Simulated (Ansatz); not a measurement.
The inner images of a band of H2 + H4HfO4 (11 atoms, charge 0, multiplicity 1) are given out of order.

The calculation used RKS PBE0-D4/def2-SVP (Ansatz 0.2.0).

Image 0:

```xyz
11
Properties=species:S:1:pos:R:3
Hf -0.302 -0.414 -0.010
O -0.177 -0.055 1.888
H -0.203 0.012 2.839
O 1.475 -0.609 -0.740
H 2.373 -0.651 -1.056
O -1.209 1.053 -0.879
H -1.621 1.815 -1.275
O -1.297 -2.044 -0.290
H -1.777 -2.844 -0.484
H 1.558 2.716 1.915
H 1.153 2.071 1.946
```

Image 6:

```xyz
11
Properties=species:S:1:pos:R:3
Hf -0.014 0.358 -0.011
O 0.803 -0.264 2.127
H 0.033 -0.828 2.325
O 1.723 -0.043 -0.755
H 2.496 -0.477 -1.108
O -1.120 0.966 -1.463
H -1.560 1.353 -2.216
O -1.198 -1.034 0.811
H -1.994 -1.438 0.458
H 0.036 1.968 0.956
H 0.767 0.488 2.730
```

Question: Put them in order from the first end to the last, with their energies above the first end.
A.
```xyz
11
Properties=species:S:1:pos:R:3
Hf -0.052 -0.369 0.144
O 0.161 -0.159 2.072
H 0.037 -0.428 2.980
O 1.665 -0.699 -0.675
H 2.445 -0.906 -1.182
O -0.904 1.122 -0.746
H -1.135 1.871 -1.291
O -1.218 -1.893 -0.101
H -2.045 -2.262 -0.404
H 0.505 2.672 1.275
H 0.515 2.100 1.779
```
B.
```xyz
11
Properties=species:S:1:pos:R:3
Hf 0.065 -0.161 0.229
O 0.409 -0.157 2.187
H 0.029 -0.561 2.967
O 1.748 -0.582 -0.624
H 2.325 -0.801 -1.352
O -0.805 1.149 -0.921
H -1.186 1.800 -1.506
O -1.183 -1.634 0.177
H -1.969 -1.977 -0.244
H 0.207 2.236 1.183
H 0.334 1.738 1.759
```
C.
```xyz
11
Properties=species:S:1:pos:R:3
Hf 0.084 0.065 0.142
O 0.626 -0.001 2.241
H 0.066 -0.445 2.889
O 1.761 -0.413 -0.682
H 2.311 -0.645 -1.429
O -0.856 1.069 -1.217
H -1.340 1.780 -1.632
O -1.142 -1.427 0.399
H -1.838 -1.908 -0.052
H 0.020 1.838 1.236
H 0.283 1.137 1.958
```
D.
```xyz
11
Properties=species:S:1:pos:R:3
Hf 0.035 0.234 0.023
O 0.706 -0.108 2.239
H 0.021 -0.654 2.652
O 1.754 -0.264 -0.713
H 2.374 -0.581 -1.367
O -0.976 1.022 -1.411
H -1.484 1.649 -1.921
O -1.170 -1.208 0.652
H -1.849 -1.722 0.208
H 0.054 1.861 1.026
H 0.510 0.821 2.465
```
E.
```xyz
11
Properties=species:S:1:pos:R:3
Hf -0.202 -0.450 0.035
O -0.031 -0.156 1.942
H 0.013 -0.191 2.894
O 1.548 -0.758 -0.721
H 2.430 -0.865 -1.065
O -1.005 1.100 -0.791
H -1.295 1.937 -1.143
O -1.324 -1.990 -0.275
H -1.940 -2.678 -0.512
H 1.008 2.903 1.656
H 0.774 2.199 1.834
```

Answer: E (+0.01 eV), A (+0.10 eV), B (+0.41 eV), C (+1.17 eV), D (+0.81 eV).

Time of the run: 5.5 min on 4 threads of Arm Neoverse V1 (shared host), peak memory 0.29 GiB.
